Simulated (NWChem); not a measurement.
System: C2H6N anion

NWChem printed, in part:

```
             Northwest Computational Chemistry Package (NWChem) 7.3.0
             --------------------------------------------------------

 C2V symmetry detected

                             Geometry "geometry" -> ""
                             -------------------------

 Output coordinates in angstroms (scale by  1.889725989 to convert to a.u.)

  No.       Tag          Charge          X              Y              Z
 ---- ---------------- ---------- -------------- -------------- --------------
    1 C                    6.0000     1.15232200     0.00000000     0.15972768
    2 N                    7.0000     0.00000000     0.00000000    -0.64447632
    3 C                    6.0000    -1.15232200     0.00000000     0.15972768
    4 H                    1.0000     1.24646500    -0.89217900     0.87157168
    5 H                    1.0000     1.24646500     0.89217900     0.87157168
    6 H                    1.0000     2.08173800     0.00000000    -0.44584232
    7 H                    1.0000    -1.24646500    -0.89217900     0.87157168
    8 H                    1.0000    -2.08173800     0.00000000    -0.44584232
    9 H                    1.0000    -1.24646500     0.89217900     0.87157168

 Effective nuclear repulsion energy (a.u.)      77.0811806811

      Symmetry information
      --------------------

 Group name             C2v
 Group number             16
 Group order               4
 No. of unique centers     4

                                Z-matrix (autoz)
                                --------

 Units are Angstrom for bonds and degrees for angles

      Type          Name      I     J     K     L     M      Value
      ----------- --------  ----- ----- ----- ----- ----- ----------
    1 Stretch                  1     2                       1.40520
    2 Stretch                  1     4                       1.14524
    3 Stretch                  1     5                       1.14524
    4 Stretch                  1     6                       1.10929
    5 Stretch                  2     3                       1.40520
    6 Stretch                  3     7                       1.14524
    7 Stretch                  3     8                       1.10929
    8 Stretch                  3     9                       1.14524
    9 Bend                     1     2     3               110.17773
   10 Bend                     2     1     4               115.03285
   11 Bend                     2     1     5               115.03285
   12 Bend                     2     1     6               112.00222
   13 Bend                     2     3     7               115.03285
   14 Bend                     2     3     8               112.00222
   15 Bend                     2     3     9               115.03285
   16 Bend                     4     1     5               102.34448
   17 Bend                     4     1     6               105.69072
   18 Bend                     5     1     6               105.69072
   19 Bend                     7     3     8               105.69072
   20 Bend                     7     3     9               102.34448
   21 Bend                     8     3     9               105.69072
   22 Torsion                  1     2     3     7         -59.29405
   23 Torsion                  1     2     3     8         180.00000
   24 Torsion                  1     2     3     9          59.29405
   25 Torsion                  3     2     1     4          59.29405
   26 Torsion                  3     2     1     5         -59.29405
   27 Torsion                  3     2     1     6         180.00000

                           NWChem Geometry Optimization
                           ----------------------------

 maximum gradient threshold         (gmax) =   0.000450
 rms gradient threshold             (grms) =   0.000300
 maximum cartesian step threshold   (xmax) =   0.001800
 rms cartesian step threshold       (xrms) =   0.001200
 fixed trust radius                (trust) =   0.300000
 source of zmatrix                         =   autoz

          -------------------
          Energy Minimization
          -------------------

 Using diagonal initial Hessian
 Scaling for Hessian diagonals: bonds = 1.00  angles = 0.25  torsions = 0.10

          --------
          Step   0

                                 NWChem DFT Module
                                 -----------------

 Summary of "ao basis" -> "ao basis" (spherical)
 ------------------------------------------------------------------------------
       Tag                 Description            Shells   Functions and Types
 ---------------- ------------------------------  ------  ---------------------
 C                          def2-svp                 6       14   3s2p1d
 N                          def2-svp                 6       14   3s2p1d
 H                          def2-svp                 3        5   2s1p

      Symmetry analysis of basis
      --------------------------

        a1         26
        a2         11
        b1         22
        b2         13

            General Information
            -------------------
          SCF calculation type: DFT
          Wavefunction type:  closed shell.
          No. of atoms     :     9
          No. of electrons :    26
           Alpha electrons :    13
            Beta electrons :    13
          Charge           :    -1
          Spin multiplicity:     1
          Use of symmetry is: on ; symmetry adaption is: on
          Maximum number of iterations: 150
          AO basis - number of functions:    72
                     number of shells:    36
          Convergence on energy requested:  1.00D-06
          Convergence on density requested:  1.00D-05
          Convergence on gradient requested:  5.00D-04

              XC Information
              --------------
                        Slater Exchange Functional  1.000 local
                      VWN V Correlation Functional  1.000 local

             Grid Information
             ----------------
          Grid used for XC integration:  medium
          Radial quadrature: Mura-Knowles
          Angular quadrature: Lebedev.
          Tag              B.-S. Rad. Rad. Pts. Rad. Cut. Ang. Pts.
          ---              ---------- --------- --------- ---------
          C                   0.70       49          10.0       434
          N                   0.65       49           7.0       434
          H                   0.35       45          11.0       434
          Grid pruning is: on
          Number of quadrature shells:   188
          Spatial weights used:  Erf1

      Superposition of Atomic Density Guess
      -------------------------------------

 Sum of atomic energies:        -132.48947670

 Renormalizing density from      25.00 to     26

      Non-variational initial energy
      ------------------------------

 Total energy =    -137.681254
 1-e energy   =    -342.949337
 2-e energy   =     128.186902
 HOMO         =       0.140996
 LUMO         =       0.338124

      Symmetry analysis of molecular orbitals - initial
      -------------------------------------------------

  Numbering of irreducible representations:

     1 a1          2 a2          3 b1          4 b2

  Orbital symmetries:

     1 a1          2 a1          3 b1          4 a1          5 b1
     6 a1          7 a1          8 b2          9 b1         10 a2
    11 b1         12 a1         13 b2         14 a1         15 b1
    16 a1         17 b2         18 b1         19 a2         20 a1
    21 b1         22 a1         23 a2

[...]

      ----------------------
      Optimization converged
      ----------------------

  Step       Energy      Delta E   Gmax     Grms     Xrms     Xmax
  ---- ---------------- -------- -------- -------- -------- --------
@    4    -133.19480635 -6.2D-07  0.00003  0.00001  0.00031  0.00063
                                     ok       ok       ok       ok

                                Z-matrix (autoz)
                                --------

 Units are Angstrom for bonds and degrees for angles

      Type          Name      I     J     K     L     M      Value     Gradient
      ----------- --------  ----- ----- ----- ----- ----- ---------- ----------
    1 Stretch                  1     2                       1.37625   -0.00003
    2 Stretch                  1     4                       1.17127   -0.00001
    3 Stretch                  1     5                       1.17127   -0.00001
    4 Stretch                  1     6                       1.12545    0.00000
    5 Stretch                  2     3                       1.37625   -0.00003
    6 Stretch                  3     7                       1.17127   -0.00001
    7 Stretch                  3     8                       1.12545    0.00000
    8 Stretch                  3     9                       1.17127   -0.00001
    9 Bend                     1     2     3               108.35001    0.00002
   10 Bend                     2     1     4               115.82955    0.00001
   11 Bend                     2     1     5               115.82955    0.00001
   12 Bend                     2     1     6               114.04531    0.00000
   13 Bend                     2     3     7               115.82955    0.00001
   14 Bend                     2     3     8               114.04531    0.00000
   15 Bend                     2     3     9               115.82955    0.00001
   16 Bend                     4     1     5                99.72398    0.00002
   17 Bend                     4     1     6               104.85319   -0.00002
   18 Bend                     5     1     6               104.85319   -0.00002
   19 Bend                     7     3     8               104.85319   -0.00002
   20 Bend                     7     3     9                99.72398    0.00002
   21 Bend                     8     3     9               104.85319   -0.00002
   22 Torsion                  1     2     3     7         -58.14091   -0.00002
   23 Torsion                  1     2     3     8         180.00000    0.00000
   24 Torsion                  1     2     3     9          58.14091    0.00002
   25 Torsion                  3     2     1     4          58.14091    0.00002
   26 Torsion                  3     2     1     5         -58.14091   -0.00002
   27 Torsion                  3     2     1     6         180.00000    0.00000

                         Geometry "geometry" -> "geometry"
                         ---------------------------------

 Output coordinates in angstroms (scale by  1.889725989 to convert to a.u.)

  No.       Tag          Charge          X              Y              Z
 ---- ---------------- ---------- -------------- -------------- --------------
    1 C                    6.0000     1.11587683     0.00000000     0.13393830
    2 N                    7.0000     0.00000000     0.00000000    -0.67159772
    3 C                    6.0000    -1.11587683     0.00000000     0.13393830
    4 H                    1.0000     1.20393857    -0.89542873     0.88382217
    5 H                    1.0000     1.20393857     0.89542873     0.88382217
    6 H                    1.0000     2.08927184     0.00000000    -0.43099321
    7 H                    1.0000    -1.20393857    -0.89542873     0.88382217
    8 H                    1.0000    -2.08927184     0.00000000    -0.43099321
    9 H                    1.0000    -1.20393857     0.89542873     0.88382217

 Effective nuclear repulsion energy (a.u.)      77.7910661443

      Symmetry information
      --------------------

 Group name             C2v
 Group number             16
 Group order               4
 No. of unique centers     4

                Final and change from initial internal coordinates
                --------------------------------------------------

                                Z-matrix (autoz)
                                --------

 Units are Angstrom for bonds and degrees for angles

[...]

 Rotational Constants
 --------------------
 A=   1.274706 cm-1  (  1.833976 K)
 B=   0.352981 cm-1  (  0.507850 K)
 C=   0.309211 cm-1  (  0.444876 K)

 Temperature                      =   298.15K
 frequency scaling parameter      =   1.0000

 Zero-Point correction to Energy  =   44.310 kcal/mol  (  0.070613 au)
 Thermal correction to Energy     =   46.873 kcal/mol  (  0.074697 au)
 Thermal correction to Enthalpy   =   47.466 kcal/mol  (  0.075641 au)

 Total Entropy                    =   61.748 cal/mol-K
   - Translational                =   37.258 cal/mol-K (mol. weight =  44.0500)
   - Rotational                   =   20.590 cal/mol-K (symmetry #  =        2)
   - Vibrational                  =    3.900 cal/mol-K

 Cv (constant volume heat capacity) =   12.963 cal/mol-K
   - Translational                  =    2.979 cal/mol-K
   - Rotational                     =    2.979 cal/mol-K
   - Vibrational                    =    7.005 cal/mol-K

[normal modes left out]

 ----------------------------------------------------------------------------
 Normal Eigenvalue ||           Projected Infra Red Intensities
  Mode   [cm**-1]  || [atomic units] [(debye/angs)**2] [(KM/mol)] [arbitrary]
 ------ ---------- || -------------- ----------------- ---------- -----------
    1       -0.000 ||    0.008298           0.191         8.090       0.571
    2        0.000 ||    0.007372           0.170         7.187       0.507
    3        0.000 ||    0.015260           0.352        14.876       1.049
    4        0.000 ||    0.007569           0.175         7.378       0.520
    5        0.000 ||    0.007070           0.163         6.892       0.486
    6        0.000 ||    0.022536           0.520        21.969       1.549
    7      295.163 ||    0.013649           0.315        13.306       0.938
    8      392.397 ||    0.002124           0.049         2.071       0.146
    9      395.438 ||    0.000000           0.000         0.000       0.000
   10     1058.441 ||    0.099551           2.297        97.047       6.844
   11     1080.197 ||    0.007566           0.175         7.375       0.520
   12     1082.273 ||    0.000000           0.000         0.000       0.000
   13     1103.501 ||    0.090397           2.086        88.124       6.215
   14     1133.312 ||    0.045171           1.042        44.035       3.106
   15     1290.452 ||    0.001772           0.041         1.728       0.122
   16     1298.714 ||    0.000000           0.000         0.000       0.000
   17     1329.551 ||    0.555322          12.812       541.355      38.179
   18     1341.477 ||    0.000001           0.000         0.001       0.000
   19     1358.345 ||    0.001993           0.046         1.942       0.137
   20     1367.963 ||    0.003759           0.087         3.665       0.258
   21     1415.770 ||    0.016107           0.372        15.701       1.107
   22     2278.223 ||    1.597485          36.855      1557.308     109.828
   23     2281.788 ||    0.000000           0.000         0.000       0.000
   24     2347.535 ||    0.541035          12.482       527.428      37.197
   25     2480.692 ||    0.461994          10.659       450.374      31.762
   26     2837.337 ||    0.332861           7.679       324.489      22.884
   27     2841.848 ||    0.088345           2.038        86.123       6.074
 ----------------------------------------------------------------------------
```

Level: LDA (Slater exchange, VWN5)/def2-SVP. Sets without diffuse functions describe the anion's extra electron poorly. The highest occupied level is positive, so the extra electron may be held by the finite basis.

**Question.** Which NWChem input produces such a log?

**Answer.** Several could match; the one computed here: the input that was run:
```
start job
memory heap 200 mb stack 900 mb global 1100 mb
charge -1
geometry units angstroms
  C      1.152322     0.000000     0.155160
  N      0.000000     0.000000    -0.649044
  C     -1.152322     0.000000     0.155160
  H      1.246465    -0.892179     0.867004
  H      1.246465     0.892179     0.867004
  H      2.081738     0.000000    -0.450410
  H     -1.246465    -0.892179     0.867004
  H     -2.081738     0.000000    -0.450410
  H     -1.246465     0.892179     0.867004
end
basis spherical
  * library def2-svp
end
dft
  xc slater vwn_5
  iterations 150
end
driver
  maxiter 120
end
task dft optimize
task dft freq
```
